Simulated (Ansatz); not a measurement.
Isolated molecules relaxed with PBE0-D4/def2-TZVP in Ansatz; ΔE leaves out vibrations. CCSD(T)/CBS adds triple-zeta CCSD(T) − MP2 to the extrapolated MP2 energy (def2 sets, frozen cores). DFT in def2-TZVPP. One conformer a species, not always the lowest.

`F[SiH2]C[SiH](F)F` + `O[SiH2]F` → `F[SiH2]O[SiH](F)F` + `C[SiH2]F`  (ligand exchange at the Si–C bond)

```csv
level,ΔE (kJ/mol)
BLYP-D4,-120.3
ωB97X-V,-119.5
BLYP,-123.0
r2SCAN,-121.0
r2SCANh,-122.2
LC-ωPBE,-116.2
HF/def2-SVP,-136.6
CCSD(T)/def2-SVP,-119.3
```

Problem. What does CCSD(T)/CBS give? (Estimate.)

Solution. The calculation gave: -122.7 kJ/mol. The listed levels differ from it by 2.4, 3.2, -0.3, 1.7, 0.5, 6.5, -13.9, 3.4 kJ/mol.

Largest T1 diagnostic among the species: 0.012.

In def2-TZVPP, CCSD(T) changes the Hartree–Fock value by +23.6 kJ/mol (the triples alone add +3.5 kJ/mol) and MP2 by +23.9 kJ/mol. From BLYP to BHLYP (50 % exact exchange), in def2-TZVPP and without D4, ΔE moves by −11.7 kJ/mol. Leaving LDA and LC-ωPBE aside and taking each functional with its dispersion term where it has one, the values, not all of them listed here, spread over 26.2 kJ/mol, from BHLYP-D4 to revPBE-D4.
